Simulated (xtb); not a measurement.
AlF2H4NO2Si, SMILES [OH][Al]([OH])[NH][SiH](F)F. All values are semi-empirical tight-binding results from xtb (GFN2-xTB unless named), good for trends rather than for accurate numbers. Geometry optimised at GFN2-xTB. The structure was generated by enumeration; whether it is a known compound was not checked. The values are those of a single conformer.

Optimised geometry:

```xyz
11

Si    -1.4939    -0.3582    -0.2939
F     -2.0017     0.9929     0.3888
F     -2.4284    -1.4684     0.3861
N      0.1109    -0.7338     0.1587
Al     1.6119     0.2649    -0.0384
O      3.0047    -0.2095     0.6876
O      1.4321     1.6016    -0.9638
H     -1.8031    -0.2822    -1.6998
H      0.2213    -1.6199     0.6306
H      3.6289    -0.6748     1.2221
H      1.5122     2.4278    -1.4146
```
Charge 0, spin multiplicity 1.

For metal compounds this method's bond lengths and energies can be far off.

| Item | Result |
|---|---|
| orbital gap | 4.00 eV |
| zero-point energy | 34.1 kcal/mol |
| G − E(el) at 298.15 K (modified RRHO) | 10.8 kcal/mol |

**Question.** Give the atomic charges and the Wiberg bond orders between heavy atoms. (The exact figures need the calculation; the answer reports its results.)

**Answer.** charges (e) Si1 0.65, F2 -0.26, F3 -0.28, N4 -0.38, Al5 0.42, O6 -0.47, O7 -0.46, H8 -0.04, H9 0.19, H10 0.32, H11 0.32. Bond orders Si1–F2 1.08, Si1–F3 1.06, Si1–N4 1.10, N4–Al5 1.12, Al5–O6 1.35, Al5–O7 1.37.
